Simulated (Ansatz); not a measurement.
Forces on a displaced structure

BSnH₅ (SMILES [BH2][SnH3]), singlet, displaced at random from a GFN2-xTB minimum.

```xyz
7
angstrom
B -0.2804 -1.3374 0.2802
Sn 0.1895 0.8169 -0.1227
H 0.7148 -2.0845 0.3972
H -1.2883 -1.7362 0.2783
H -0.3547 1.3240 -1.6403
H -0.6396 1.8127 0.8916
H 1.6944 1.2636 -0.0875
```

Program: Ansatz 0.2.0. Basis: def2-TZVPP. Cores are frozen in the correlated methods. Filled d shells of the heavier atoms are correlated. Core potentials replace the inner electrons of the atoms past krypton. The def2 sets are not built for correlating such inner shells, so the correlated values are less sure here. B3LYP uses VWN-RPA correlation.

CCSD(T) forces from the calculation:
```csv
atom,Fx,Fy,Fz (eV/Å)
B1,4.367,0.686,-0.264
Sn2,-1.939,-0.817,-0.462
H3,-1.091,0.520,0.029
H4,-3.097,-1.267,0.135
H5,-0.121,-0.113,-0.260
H6,-0.446,0.505,0.666
H7,2.327,0.486,0.155
```

(1) Which atom feels the largest CCSD(T) force, and how large is it?

The T1 diagnostic stays at or below 0.014.

Results:

(1) B1, 4.43 eV/Å, along (0.99, 0.15, -0.06).

Root-mean-square difference of the force components from those of CCSD(T): PBE0-D4 0.071; wB97M-V 0.060; r2SCAN-D4 0.068; PBE-D4 0.150; B3LYP-D4 0.111; B97M-V 0.142 eV/Å.

For scale, one of the runs: CCSD(T)/def2-TZVPP forces, 151 basis functions (an equivalent command: `ansatz run in.yaml --threads 4`). Time: 64 s of wall clock on 4 CPU threads; the host was shared. Peak host memory: 2 GiB.
